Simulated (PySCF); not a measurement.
Gas-phase reaction: 4 GaBr₃ + O₂ → 2 Ga₂O + 6 Br₂

Computed with PySCF (xtb for GFN2) and rigid-rotor harmonic-oscillator thermochemistry at 1 bar. † marks an energy on the PBE0/def2-TZVP geometry and frequencies; other levels use their own. MP2 and CCSD(T) freeze the core. 6-31G* has spherical d functions here. Open shells (unrestricted): O₂ (multiplicity 3); the rest are closed-shell singlets. GFN2 has no spin-polarisation term. Br, Ga: all electrons, no relativistic terms. MP2 isn't extrapolated to the basis-set limit; its ΔH°(298 K) is 1522.3 kJ in def2-SVP and 1431.6 kJ in def2-TZVPP. CCSD(T) isn't extrapolated to the basis-set limit; its ΔH°(298 K) is 1400.3 kJ in def2-SVP and 1350.5 kJ in def2-TZVPP. The harmonic model lacks anharmonicity and excited electronic states, which grow with temperature; levels with a mode under 35 cm⁻¹ are left out. Soft modes under 120 cm⁻¹ make the harmonic entropy rough for GaBr₃, Ga₂O.

```csv
level,"ΔE electronic, kJ","ΔH°(298 K), kJ","ΔS°(298 K), J/K","ΔG°(2500 K), kJ"
BLYP/def2-TZVP†,1019,1008,398,70
CCSD(T)/def2-TZVPP†,1361,1350,398,412
GFN2-xTB,550,538,361,-312
HF/6-31G*,1511,1499,413,524
M06-2X/def2-TZVP†,1359,1348,398,410
MP2/def2-SVP†,1533,1522,398,584
PBE/def2-SVP,1242,1232,402,283
PBE/def2-TZVP†,1183,1173,398,235
PBE0/def2-QZVP†,1289,1279,398,340
ωB97M-V/def2-TZVP†,1269,1258,398,320
ωB97X-V/def2-TZVP†,1349,1339,398,401
```
ΔH° is lowest at GFN2-xTB and highest at MP2/def2-SVP†. No reference value is set beside these.
